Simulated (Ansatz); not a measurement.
Cartesian coordinates in Å:
```
B -1.4741 1.2918 0.4945
Si -0.9545 -0.4308 0.9935
C 0.8220 -1.0028 0.9585
Si 1.4138 -0.5429 -0.8022
Al -0.4243 0.9819 -1.3396
H -2.5721 1.7519 0.5058
H -0.5399 2.0848 0.2274
H -1.9401 -1.5301 1.1731
H 1.3949 -0.4296 1.6928
H 0.9440 -2.0654 1.1734
H 2.8571 -0.1636 -0.8214
H 1.2822 -1.7771 -1.6356
H -0.8091 1.8318 -2.6201
```

Charge 0, multiplicity 1. The bonds changed during the relaxation, so this is another structure than the one it started from.

(1) List the ωB97M-V/def2-TZVPP orbital energies in eV (Ansatz 0.2.0). (An estimate is asked.)

Results:

(1) Ansatz gave: Occupied: -1807.16, -1806.69, -1532.24, -281.36, -187.04, -148.26, -147.78, -116.82, -102.46, -102.34, -102.29, -101.90, -101.88, -101.87, -76.46, -76.34, -76.29, -22.70, -18.65, -17.11, -15.87, -14.62, -13.67, -12.77, -12.18, -11.68, -11.17, -11.07, -9.50, -8.25. Lowest empty: 0.00, 0.31, 1.37, 1.92, 2.23, 2.58, 2.88, 3.29.
